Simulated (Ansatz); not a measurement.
`BBC[SiH3]` + `NCF` → `FCN[SiH3]` + `BBC` at 500 K and 1 bar (ligand exchange at the Si–C bond).

Computed with Ansatz on PBE0-D4/def2-TZVP structures; ΔE is electronic, products minus reactants. CBS: MP2 limit from def2 TZ/QZ plus the TZ coupled-cluster correction, frozen cores. Each species was taken in one conformer, which may not be the lowest.

```csv
species,CCSD(T)/CBS energy (Eh),H − E (kJ/mol),S (J/(mol·K))
`BBC[SiH3]`,-381.48606,269.1,411.2
`NCF`,-194.94856,177.4,292.6
`FCN[SiH3]`,-485.24366,230.5,371.6
`BBC`,-91.20122,213.1,340.7
```

H − E and S are ideal-gas, rigid-rotor, harmonic terms from PBE0-D4/def2-TZVP, for one conformer and one mirror image of each species. 1 Eh = 2625.50 kJ/mol, R = 8.31446 J/(mol·K).

Question: By hand: ΔE, ΔH, ΔS and ΔG.

Answer: ΔE = (-485.24366) + (-91.20122) − (-381.48606) − (-194.94856) = -0.01026 Eh = -26.9 kJ/mol. Δ(H − E) = 230.5 + 213.1 − 269.1 − 177.4 = -2.9, so ΔH = -29.8 kJ/mol. ΔS = 371.6 + 340.7 − 411.2 − 292.6 = 8.5 J/(mol·K). ΔG = -29.8 − 500 × (8.5)/1000 = -34.0 kJ/mol.

Question: By hand: the equilibrium constant, and the temperature at which ΔG would vanish if ΔH and ΔS stayed fixed.

Answer: log₁₀ K = −ΔG/(RT ln 10) = 3.6. ΔH and −TΔS have one sign here, so there is no such temperature.

The number of gas molecules stays the same, so ΔS is small and ΔH decides. A doubt of 5 kJ/mol in ΔE shifts log₁₀ K by 0.5 here. Other conformers and mirror images would add mixing entropy, several J/(mol·K) or more a flexible species. Modes under 60 cm⁻¹, often nearly free rotors, make the harmonic entropy too high. These are equilibria of isolated gas molecules and say nothing of rates. Largest T1 diagnostic: 0.012 (customary marks: 0.02 for closed shells, 0.045 for open ones).

ΔS is within the doubt of such terms, so its sign, and with it that verdict, could turn.
